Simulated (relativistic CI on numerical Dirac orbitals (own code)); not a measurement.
## Hyperfine structure of Os51+, mass number 187

Computed by Dirac-Coulomb-Breit CI, separate exchange-only KLI orbitals for each configuration, model QED, unscaled Slater integrals (own radial code, finite nucleus).

CI space (outside the closed core [Ne]): 3s2 3p6 3d7, 3s2 3p5 3d8, 3s2 3p4 3d9, 3s 3p6 3d8, 3p6 3d9, 3s 3p5 3d9, 3s2 3p6 3d6 4s, 3s2 3p6 3d6 4p, 3s2 3p4 3d8 4s, 3s2 3p6 3d6 4d, 3s2 3p4 3d8 4p, 3s2 3p5 3d7 4s, 3s2 3p6 3d6 4f, 3s2 3p5 3d7 4p, 3s2 3p6 3d5 4s2, 3s 3p6 3d7 4s. Levels of other configurations are missing.

Nuclear spin I = 1/2, μ = 0.06442 μN (tables of Stone and Pyykkö). The electronic factors are computed for point nuclear moments, without core polarisation or the Bohr-Weisskopf and QED corrections.

```csv
Level,E (eV),A (MHz)
3s2 3p6 3d7 4F_9/2,0.000,5640
3s2 3p6 3d7 2D_5/2,20.640,5691
3s2 3p6 3d7 4F_7/2,74.900,6343
3s2 3p6 3d7 4P_5/2,87.673,2274
3s2 3p6 3d7 2P_1/2,88.875,-2878
3s2 3p6 3d7 2H_11/2,90.896,8015
3s2 3p6 3d7 2F_7/2,98.133,8652
3s2 3p6 3d7 2F_5/2,102.897,8827
```

Levels with J = 0, under 50 % of one LS term, or S terms without an open s electron are left out. Small factors come from cancelling terms and can be off by tens of per cent or more.

At this charge energies of transitions that change n are usually good to better than 1 %, and those within a shell (Δn = 0) to a few per cent.

Question: Give the hyperfine levels of 3s2 3p6 3d7 4F_9/2 relative to its centre of gravity.

Answer: With K = F(F + 1) − I(I + 1) − J(J + 1), E = AK/2: F = 4: -15510, F = 5: 12690 MHz.

LS names give the leading component of a level, which can be under half, so a name can repeat, a term be missing and a line seem to break the LS rules.
